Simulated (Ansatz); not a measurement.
Basis-set series for AlClFH3Si, SMILES `[F][Al]([SiH3])[Cl]`. Charge 0, multiplicity 1. The geometry is a stationary point of PBE0-D4/def2-TZVP.

| functional | basis | functions | energy (Eh) | HOMO (eV) | LUMO (eV) |
| --- | --- | --- | --- | --- | --- |
| PBE0-D4 | def2-SVP | 83 | -1093.03479 | -8.46 | -1.53 |
| PBE0-D4 | def2-QZVPP | 357 | -1093.54599 | -8.49 | -1.71 |
| ωB97M-V | def2-SVP | 83 | -1093.42386 | -10.43 | 0.26 |
| ωB97M-V | def2-QZVPP | 357 | -1093.93423 | -10.50 | -0.07 |

**Question.** Give the rows for def2-TZVPP. (An estimate is asked.)

**Answer.** Ansatz gave: 
```tsv
functional	basis	functions	energy (Eh)	HOMO (eV)	LUMO (eV)
PBE0-D4	def2-TZVPP	199	-1093.50915	-8.48	-1.68
ωB97M-V	def2-TZVPP	199	-1093.89922	-10.48	0.04
```

Positive LUMOs are unbound and depend on the basis.
